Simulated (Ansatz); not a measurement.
BCl, SMILES `[B]Cl` (lower singlet) (charge 0, multiplicity 1). This singlet lies 2.52 eV below the relaxed triplet at the level composite: frozen-core CCSD(T) with HF/cc-pV5Z and the correlation energy extrapolated as X^-3 from cc-pVQZ and cc-pV5Z, plus CCSDT(Q) minus CCSD(T) in cc-pVTZ // B3LYP-D3(BJ)/def2-TZVP (Ansatz, a program for electronic structure).

Z-matrix (Å, degrees):
```
B
Cl 1 1.7215
```
Charge 0, multiplicity 1.

Frozen-core energies in 6-31g from Ansatz at a geometry from B3LYP-D3(BJ)/def2-TZVP; the HF reference has <S^2> = 0.00 (restricted, and unstable towards unrestricted orbitals) and the T1 diagnostic is 0.019.

```json
[
 {"level": "HF", "energy (Ha)": "-484.06936"},
 {"level": "MP2", "energy (Ha)": "-484.15309"},
 {"level": "CCSD", "energy (Ha)": "-484.17526"}
]
```

Estimate the energies of CCSD(T), CCSDT, CCSDT(Q) and full CI, and give each level's error against full CI.


```
level     energy (Ha)  error against full CI (mHa)
--------  -----------  ---------------------------
MP2        -484.15309                        26.61
CCSD       -484.17526                         4.44
CCSD(T)    -484.17906                         0.63
CCSDT      -484.17957                         0.13
CCSDT(Q)   -484.17972                        -0.02
full CI    -484.17970                         0.00
```
